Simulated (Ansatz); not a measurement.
Basis sets compared for AsS₃ (the lowest doublet isomer of a short search). Total charge 0; doublet. Geometry B3LYP-D4/def2-SVP. Ansatz on 4 threads of Arm Neoverse V1 on a shared host; times are rough, and most runs start from earlier orbitals.

```csv
atom,x (Å),y (Å),z (Å)
As1,-0.5118,-0.1192,0.9639
S2,1.4542,0.9626,-0.2952
S3,-0.6251,-2.1021,0.5310
S4,-0.3173,1.2587,-1.1997
```

The structure comes from a short search, and lower isomers may exist.

Binding counts from free atoms (As quartet, S triplet) in the same basis, without a counterpoise term.

```tsv
level	functions	energy (Eh)	HOMO (eV)	LUMO (eV)	binding per atom (eV)	wall time
PBE-D4/def2-SVP	86	-3428.9971	-5.94	-5.05	2.72	1.1 s
PBE-D4/def2-TZVP (with forces)	159	-3429.6963	-6.03	-5.13	2.80	2.6 s
r2SCAN-D4/def2-TZVP	159	-3430.4318	-6.26	-5.05	2.59	6.5 s
PBE0-D4/def2-SVP	86	-3429.1354	-6.98	-4.24	2.43	1.7 s
PBE0-D4/def2-TZVP	159	-3429.8322	-7.01	-4.26	2.53	4.5 s
```

(1) Estimate the rows for PBE-D4/def2-TZVPD, r2SCAN-D4/def2-TZVPD, PBE0-D4/def2-TZVPD.

## Answers

(1) 
```json
{"level": "PBE-D4/def2-TZVPD", "functions": "192", "energy (Eh)": "-3429.6992", "HOMO (eV)": "-6.10", "LUMO (eV)": "-5.20", "binding per atom (eV)": "2.80", "wall time": "4.1 s"}
{"level": "r2SCAN-D4/def2-TZVPD", "functions": "192", "energy (Eh)": "-3430.4342", "HOMO (eV)": "-6.30", "LUMO (eV)": "-5.09", "binding per atom (eV)": "2.60", "wall time": "10 s"}
{"level": "PBE0-D4/def2-TZVPD", "functions": "192", "energy (Eh)": "-3429.8347", "HOMO (eV)": "-7.06", "LUMO (eV)": "-4.31", "binding per atom (eV)": "2.54", "wall time": "6.5 s"}
```
